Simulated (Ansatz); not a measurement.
Coupled-cluster diagnostics for Bi2Cl6, Ansatz.

Geometry of the singlet (PBE-D4/def2-SVP):

```xyz
8

Bi    0.7644    0.4378    1.9601
Bi   -0.7760   -0.4591   -1.9904
Cl    0.9885   -2.1386   -2.4511
Cl   -0.8823   -1.2929    1.0203
Cl    1.0232   -0.6432    4.1937
Cl   -0.8902    2.1822    2.5594
Cl   -0.9769    0.5481   -4.2642
Cl    0.7493    1.3657   -1.0278
```

In the def2 sets Bi takes a core potential; there is no spin–orbit coupling. Correlated methods freeze 38 core orbitals; core or outer-core shells of Bi are correlated, in sets that lack core-valence functions. Another isomer (singlet) lies 0.07 eV lower at PBE0-D4/def2-TZVP; other spin states weren't run for this one.

Estimate the CCSD(T) correlation energy, the shares of MP2 and (T), T1 and the reference's ⟨S²⟩ for: charge 0, singlet, own geometry in def2-SVP; and the rough time on 4 threads of Arm Neoverse V1 on a shared host.


```csv
state,basis,correlation (eV),MP2 share (%),(T) share (%),T1,⟨S²⟩ (pure),wall time
"charge 0, singlet, own geometry",def2-SVP,-30.345,90.6,2.7,0.012,0.00 (0.00),74 s
```
Customary marks for T1 are 0.02 (closed shells), 0.045 (open shells) and about 0.05 (3d metals). T1 stays under 0.02 throughout.
